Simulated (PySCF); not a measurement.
**ethyl 3-butenoate (C(C=C)C(=O)OCC, C6H10O2)**

Molfile (atoms numbered from 1):
```
C6H10O2
     RDKit          3D

 18 17  0  0  0  0  0  0  0  0999 V2000
    2.9408    1.0433   -0.6603 C   0  0  0  0  0  0  0  0  0  0  0  0
    2.4410   -0.0407   -0.0990 C   0  0  0  0  0  0  0  0  0  0  0  0
    1.4669   -0.9639   -0.7701 C   0  0  0  0  0  0  0  0  0  0  0  0
    0.1972   -1.0011    0.0580 C   0  0  0  0  0  0  0  0  0  0  0  0
    0.0758   -1.5701    1.1104 O   0  0  0  0  0  0  0  0  0  0  0  0
   -0.7699   -0.2885   -0.5194 O   0  0  0  0  0  0  0  0  0  0  0  0
   -2.0101   -0.2007    0.1873 C   0  0  0  0  0  0  0  0  0  0  0  0
   -2.8908    0.8205   -0.5065 C   0  0  0  0  0  0  0  0  0  0  0  0
    2.6823    1.3331   -1.6657 H   0  0  0  0  0  0  0  0  0  0  0  0
    3.6368    1.6811   -0.1427 H   0  0  0  0  0  0  0  0  0  0  0  0
    2.7056   -0.3185    0.9122 H   0  0  0  0  0  0  0  0  0  0  0  0
    1.8818   -1.9739   -0.7958 H   0  0  0  0  0  0  0  0  0  0  0  0
    1.2364   -0.6204   -1.7776 H   0  0  0  0  0  0  0  0  0  0  0  0
   -2.4795   -1.1908    0.1950 H   0  0  0  0  0  0  0  0  0  0  0  0
   -1.8038    0.0855    1.2243 H   0  0  0  0  0  0  0  0  0  0  0  0
   -3.8338    0.9080    0.0254 H   0  0  0  0  0  0  0  0  0  0  0  0
   -3.0860    0.5136   -1.5304 H   0  0  0  0  0  0  0  0  0  0  0  0
   -2.3995    1.7897   -0.5216 H   0  0  0  0  0  0  0  0  0  0  0  0
  1  2  2  0
  2  3  1  0
  3  4  1  0
  4  5  2  0
  4  6  1  0
  6  7  1  0
  7  8  1  0
  1  9  1  0
  1 10  1  0
  2 11  1  0
  3 12  1  0
  3 13  1  0
  7 14  1  0
  7 15  1  0
  8 16  1  0
  8 17  1  0
  8 18  1  0
M  END
```

Theory: PySCF 2.14.0, GIAO B3LYP/pcSseg-1 magnetisability, rotational g tensor and spin-rotation constants, non-relativistic, gas phase. Geometry: GFN2-xTB.

(1) Give the nuclear spin-rotation constants along the inertial axes (H = +C I·J) beside the isotropic shieldings.

(2) How do the rotational constants and the g tensor change when H9, H10, H11, H12, H13, H14, H15, H16, H17, H18 are replaced by deuterium?

Answers

(1) Rotational constants 3.6100, 1.1012, 0.9265 GHz. A star marks the isotopologue with that one atom substituted, in its own axes.
| atom | isotope | Caa (kHz) | Cbb (kHz) | Ccc (kHz) | mean (kHz) | σ (ppm) |
| --- | --- | --- | --- | --- | --- | --- |
| H9 | 1H | -0.378 | -0.008 | -0.015 | -0.134 | 26.4 |
| H10 | 1H | -0.130 | -0.106 | 0.004 | -0.077 | 26.5 |
| H11 | 1H | -0.329 | -0.022 | 0.000 | -0.117 | 25.6 |
| H12 | 1H | -0.278 | -0.020 | -0.070 | -0.122 | 28.6 |
| H13 | 1H | -0.391 | -0.033 | -0.031 | -0.152 | 28.8 |
| H14 | 1H | -0.250 | -0.012 | -0.067 | -0.109 | 27.8 |
| H15 | 1H | -0.334 | -0.109 | 0.043 | -0.134 | 27.5 |
| H16 | 1H | -0.002 | -0.122 | -0.086 | -0.070 | 30.7 |
| H17 | 1H | -0.388 | -0.114 | 0.014 | -0.163 | 30.3 |
| H18 | 1H | -0.304 | -0.026 | -0.083 | -0.138 | 30.4 |
| C1 | 13C* | 0.898 | 0.322 | 0.351 | 0.524 | 58.5 |
| C2 | 13C* | 0.973 | 0.371 | 0.381 | 0.575 | 38.4 |
| C3 | 13C* | 0.665 | 0.227 | 0.182 | 0.358 | 133.2 |
| C4 | 13C* | 1.883 | 0.393 | 0.273 | 0.850 | 3.9 |
| O5 | 17O* | -1.734 | -0.583 | -0.200 | -0.839 | -102.9 |
| O6 | 17O* | -0.898 | -0.259 | -0.214 | -0.457 | 107.0 |
| C7 | 13C* | 0.701 | 0.261 | 0.213 | 0.391 | 116.1 |
| C8 | 13C* | 0.514 | 0.153 | 0.145 | 0.271 | 165.3 |

For the geometry as given, no vibrational averaging.

(2) Constants 3.0259, 0.9323, 0.7948 GHz; g -0.0248, -0.0072, -0.0058, against -0.0293, -0.0086, -0.0066 before.
